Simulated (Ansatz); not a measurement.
Reaction (silylene formation by 1,1-elimination): `C[Si](C)(C)O` → `C[Si]C` + CH₃OH

Calculated with Ansatz (gas phase, PBE0-D4/def2-TZVP geometries, no zero-point term in ΔE). CCSD(T)/CBS is the MP2 limit (def2-TZVPP, def2-QZVPP) plus CCSD(T) − MP2 in def2-TZVPP, frozen cores. This one scheme is used for every species. DFT in def2-TZVPP. Each species was taken in one conformer, which may not be the lowest.

CCSD(T)/CBS gives +435.0 kJ/mol.

(1) Another level gave +425.7 kJ/mol. Which?
A. ωB97M-V/def2-TZVPP
B. r2SCAN0-D4/def2-TZVPP
C. CAM-B3LYP-D4/def2-TZVPP
D. PBE0/def2-TZVPP

Largest T1 diagnostic among the species: 0.012.

Results:

(1) D. PBE0 425.7, ωB97M-V 431.1, CAM-B3LYP-D4 436.1, r2SCAN0-D4 456.1 kJ/mol.

From PBE to PBE0 (25 % exact exchange), in def2-TZVPP and without D4, ΔE moves by +17.7 kJ/mol. At CCSD(T), def2-SVP lies −40.0 kJ/mol from the extrapolated value and def2-TZVPP −6.6 kJ/mol.
